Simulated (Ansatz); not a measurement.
Molecule: sum formula AlBr2F, net charge 0, singlet state. 
Geometry from a B3LYP-D3(BJ)/def2-TZVP (Ansatz, a quantum-chemistry and plane-wave program) optimisation:
```xyz
4

F     -0.0749     2.2993    -0.0209
Al    -0.0215     0.6607    -0.0060
Br    -1.9383    -0.4820    -0.0033
Br     1.9656    -0.3547     0.0109
```
Charge 0, spin multiplicity 1.

Basis-set convergence of Hartree-Fock and CCSD(T) correlation energies (hartree) with Ansatz. Valence correlation only, unless marked. Spin-orbit coupling is left out. The frozen core is the preceding noble-gas configuration, with the filled d and f shells of earlier blocks. No relativistic terms.

```
basis       functions        E(HF)  E(corr, CCSD(T))
----------  ---------  -----------  ----------------
def2-SVP           96  -5485.62596          -0.50868
def2-TZVPP        169  -5486.47306          -0.68614
def2-QZVPP        305  -5486.58390          -0.75388
```

Extrapolating the two largest sets (X = 3 and 4) as X^-3: E(corr) = (64·(-0.75388) - 27·(-0.68614))/37 = -0.8033 Eh, an estimate of the basis-set limit. The largest set recovers 93.8 % of it, the smallest 63.3 %.
